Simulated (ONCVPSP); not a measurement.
## S (Z = 16), ONCV: configuration errors across variants

```
Element                 : S (Z = 16)
Generator               : ONCVPSP 4.0.1
Type                    : optimised norm-conserving Vanderbilt (ONCV)
Functional              : PBE
Relativity              : scalar-relativistic
Frozen core             : [Ne]
Valence charge          : 6
Reference configuration : 3s2 3p4
Partial waves           : 3s: rc 1.40 bohr, ncon 3, nbas 8, qcut 5 1/bohr, 3 projectors, debl 1.3 Ha; 3p: rc 1.45 bohr, ncon 3, nbas 7, qcut 6.7 1/bohr, 3 projectors, debl 1.8 Ha; d scattering state at 0.13 Ha: rc 1.40 bohr, ncon 3, nbas 8, qcut 7 1/bohr, local
Local potential         : the d channel
Core correction         : polynomial model core, fcfact 0.6
```

All-electron excitation energies from the reference (eV): (1) 3s2 3p3 11.769; (2) 3s2 3p2 34.052; (3) 3s2 3p1 68.094; (4) 3s0 3p6 20.740.

A true bound ghost makes a file unfit for plane-wave use even where its test errors are small: the radial tests pick states by their node count and pass the ghost by.

Errors AE − PS in meV (a dash: test not solved or not reliable):

```tsv
change	(1)	(2)	(3)	(4)	bound ghosts	GHOST(+) flags above zero
base	+1.1	+13	+56	-4.7	none	s, p
p: debl 0.4	+1.0	+13	+57	-5.3	p	s, p
p: debl 0.6	+1.0	+13	+56	-5.1	p	s, p
p: debl 1.05	+0.9	+13	+56	-5.0	p	s
p: debl 1.4	+1.1	+13	+56	-4.7	p	s, p
p: debl 2.45	+1.0	+13	+56	-4.7	none	s, p
p: debl 3.2	+1.0	+13	+56	-4.7	none	s
```

Give the same row for: p: debl 4.45.

+1.0, +13, +56, -4.7; bound ghosts: none; GHOST(+) flags above zero: s.
